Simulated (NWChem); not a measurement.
System: SiHBrCl2; SMILES Cl[SiH](Cl)Br

Results from NWChem. The geometry was optimised at PBE0/def2-SVP. Level: PBE0/def2-SVP with SMD (1 M gas to 1 M solution), gas-phase geometry. Reactions with the solvent are ignored.

For solvent n-hexane:

- solvation free energy (kcal/mol): -4.1
- cavity-dispersion-structure term (kcal/mol): -3.8
- dipole in solution (D): 1.06

Q: What are these values for solvent water?

A: The solvation free energy (kcal/mol) is 0.0 and the cavity-dispersion-structure term (kcal/mol) is 0.9. The dipole in solution (D) comes out as 1.27.
